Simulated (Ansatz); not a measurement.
Relaxation of CH$_{8}$AlClSi$_{2}$ (13 atoms, charge 0, multiplicity 1), to a largest force component of 0.02 eV/Å in at most 40 steps.

Level of theory: Ansatz, RKS PBE0/STO-3G.

```xyz
13
Properties=species:S:1:pos:R:3:forces:R:3
C -1.598 0.775 -0.012 -1.99 3.03 -0.81
Si 0.049 0.221 -0.518 2.63 0.14 1.01
Al 1.651 1.342 0.754 1.42 0.97 1.39
Si 0.278 -1.961 -0.151 -4.59 -0.54 0.75
Cl 0.373 0.607 -2.566 -0.20 0.05 -0.30
H -1.813 0.627 1.051 0.04 -0.27 -0.09
H -1.695 1.913 -0.202 0.08 -2.14 0.39
H -2.374 0.307 -0.633 -0.15 0.01 0.40
H 1.677 1.222 2.401 -0.17 0.10 -2.60
H 2.801 2.228 0.068 -1.41 -1.09 0.82
H -0.824 -2.671 -0.924 1.42 0.58 0.88
H 0.002 -2.231 1.298 0.51 0.18 -1.24
H 1.494 -2.412 -0.551 2.41 -1.02 -0.60
```

**Question.** Where does it end, and by what steps?

**Answer.** It converged. The force dipped under the threshold on the way, but the program's further checks kept it going. Limits of this set-up: minimal basis. After 16 steps the energy has fallen by 0.868 eV; H9 moved furthest, 0.38 Å.

```
step  energy less start (eV)  largest force component (eV/Å)  accepted
   0                  0.0000                           4.594       yes
   1                 -0.7366                           1.381       yes
   2                 -0.8499                           0.382       yes
   3                 -0.8640                           0.068       yes
   4                 -0.8651                           0.021       yes
   5                 -0.8667                           0.064       yes
   6                 -0.8673                           0.042       yes
   7                 -0.8676                           0.006       yes
   8                 -0.8674                           0.069        no
   9                 -0.8678                           0.015       yes
  10                 -0.8676                           0.097        no
  11                 -0.8679                           0.028       yes
  12                 -0.8680                           0.047       yes
  13                 -0.8681                           0.040       yes
  14                 -0.8682                           0.029       yes
  15                 -0.8684                           0.018       yes
  16                 -0.8684                           0.019       yes
```

```xyz
13
Properties=species:S:1:pos:R:3
C -1.624 0.806 0.007
Si 0.134 0.252 -0.387
Al 1.737 1.435 0.779
Si 0.211 -1.999 -0.184
Cl 0.350 0.649 -2.473
H -1.861 0.606 1.058
H -1.759 1.878 -0.168
H -2.359 0.276 -0.607
H 1.568 1.561 2.266
H 2.923 2.029 0.082
H -0.793 -2.650 -0.990
H -0.013 -2.367 1.195
H 1.506 -2.512 -0.563
```

Run time: 39 s on 1 thread of Arm Neoverse V2 (shared host), peak memory 0.14 GiB.
